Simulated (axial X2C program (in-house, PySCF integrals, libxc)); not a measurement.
Potential curves of GeSe, 2c

Calculated with an in-house relativistic program for diatomic molecules. Two-component (2c) means X2C with spin–orbit coupling and atomic mean-field two-electron Coulomb and Gaunt terms. Basis: Se dyall-v3z [8s9p6d1f], Ge dyall-v3z [9s9p7d1f] (cores contracted in-house); Gaussian nuclei, density fitting, unrestricted open shells. Masses: Se 79.917 u, Ge 73.921 u.

State: Ω = 0 (closed shell). Energies in eV from the lowest point of each curve. Fits are polynomials in 1 − R0/R over 0.85 to 1.23 times the lowest point R0.

```tsv
R (Å)	HF	MP2	PBE50	B97-3
1.8618	1.2953	1.4263	1.1972	1.4378
1.9474	0.5053	0.6085	0.4523	0.6175
2.0116	0.1773	0.2516	0.1486	0.2579
2.0758	0.0216	0.0611	0.0103	0.0644
2.1400	0.0000	0.0000	0.0000	0.0000
2.2149	0.1038	0.0530	0.1108	0.0490
2.2898	0.3106	0.2056	0.3191	0.1972
2.3861	0.6812	0.5048	0.6858	0.4895
2.5038	1.2326	0.9750	1.2272	0.9443
2.6750	2.1139	1.7961	2.0952	1.6957
```

Correlated methods: 20 electrons correlated (number of frozen shells: Se 3 s, 2 p, 1 d; Ge 3 s, 2 p), 176 virtual spin orbitals or spinors in MP2.

One determinant describes the state; a PBE0 search over occupations chose it and may have missed a lower one. Closed shells are restricted here (equal orbitals for both partners); the stretched side of such a curve lies too high. MP2 and coupled cluster on one determinant become unreliable at the stretched end.

Task: Fit the HF curve near its minimum: give the equilibrium distance and the harmonic wavenumber.

Result: At HF, 2c: Re = 2.119 Å, ωe ≈ 439 cm⁻¹; Be follows as 0.0977 cm⁻¹.

Task: Fit the MP2 curve near its minimum: give the equilibrium distance and the harmonic wavenumber.

Result: At MP2, 2c: Re = 2.144 Å, ωe ≈ 409 cm⁻¹; Be follows as 0.0955 cm⁻¹.

Task: Fit the PBE50 curve near its minimum: give the equilibrium distance and the harmonic wavenumber.

Result: At PBE50, 2c: Re = 2.113 Å, ωe ≈ 434 cm⁻¹; Be follows as 0.0983 cm⁻¹.

Task: Fit the B97-3 curve near its minimum: give the equilibrium distance and the harmonic wavenumber.

Result: At B97-3, 2c: Re = 2.147 Å, ωe ≈ 407 cm⁻¹; Be follows as 0.0953 cm⁻¹.
